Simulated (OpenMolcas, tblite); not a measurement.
# How methods differ on BSiH4OF (SMILES FBO[SiH3])

BSiH4OF has 8 atoms, charge 0, and is taken as a singlet. SMILES: `FBO[SiH3]`. The coordinates come from a PBE0-D4/def2-TZVP relaxation. This is one conformer, not always the lowest.

Quantity: the vertical ionisation energy (to the doublet cation), in eV. The values are calculated.

```
           level             kind     program  value (eV)  CPU time (all runs)
        GFN1-xTB   semi-empirical      tblite       15.44            under 2 s
    HF/6-311+G**     Hartree–Fock  OpenMolcas       11.73                 96 s
 SVWN5/6-311+G**              LDA  OpenMolcas       11.27              6.8 min
  BLYP/6-311+G**              GGA  OpenMolcas       11.10              3.1 min
revPBE/6-311+G**              GGA  OpenMolcas       11.14              3.3 min
r2SCAN/6-311+G**         meta-GGA  OpenMolcas       11.42              4.6 min
M06-2X/6-311+G**  hybrid meta-GGA  OpenMolcas       12.06                4 min
```

The values span 11.10 to 15.44 eV. The xTB values lack the empirical shift that such differences need. CPU times are rough (shared hosts, several kinds of processor): they show what a rung costs within a factor of a few.
